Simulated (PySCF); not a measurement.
prop-2-enylboronamidic acid (C3H8BNO), SMILES C=CCB(N)O. Atoms are numbered in the order given.

```xyz
14

C      2.2154     0.0934     1.1994
C      1.2674    -0.7161     0.6866
C      0.5667    -0.5369    -0.6241
B     -0.8850     0.1254    -0.4853
N     -1.1774     0.9354     0.6374
O     -1.7827    -0.1231    -1.5073
H      2.6021     0.9562     0.6300
H      2.6521    -0.0859     2.1944
H      0.9221    -1.5670     1.3044
H      1.1590     0.1211    -1.2991
H      0.4480    -1.5061    -1.1539
H     -0.4672     1.0835     1.3563
H     -2.0514     1.4325     0.8044
H     -2.6334     0.3330    -1.3854
```
Charge 0, spin multiplicity 1.

The structure is a stationary point at PBE-D3(BJ)/def2-SVP. Other conformers were not sampled.

These are HF/pcSseg-1 in PySCF values and carry that method's errors.

GIAO shieldings, no solvent; atoms listed in one row are averaged. δ = σ(ref) − σ: ¹³C against TMS (σ = 192.6 ppm); ¹¹B against BF3 (σ = 102.7 ppm); ¹⁵N against NH3 (σ = 267.3 ppm); ¹⁷O against H2O (σ = 333.0 ppm); ¹H against TMS (σ = 31.99 ppm), references at their B3LYP-D3(BJ)/def2-TZVP geometries, non-relativistic.

### Question
Estimate the chemical shifts. (An estimate is asked for; the answer gives what the named calculation found.)

### Answer

```tsv
nucleus	atoms	count	δ (ppm)
¹³C	C2	1	155.4
¹³C	C1	1	123.4
¹³C	C3	1	24.5
¹¹B	B4	1	21.6
¹⁵N	N5	1	67.0
¹⁷O	O6	1	84.4
¹H	H9	1	6.56
¹H	H7, H8	2	5.62
¹H	H12	1	3.63
¹H	H14	1	3.56
¹H	H13	1	2.64
¹H	H10, H11	2	2.09
```
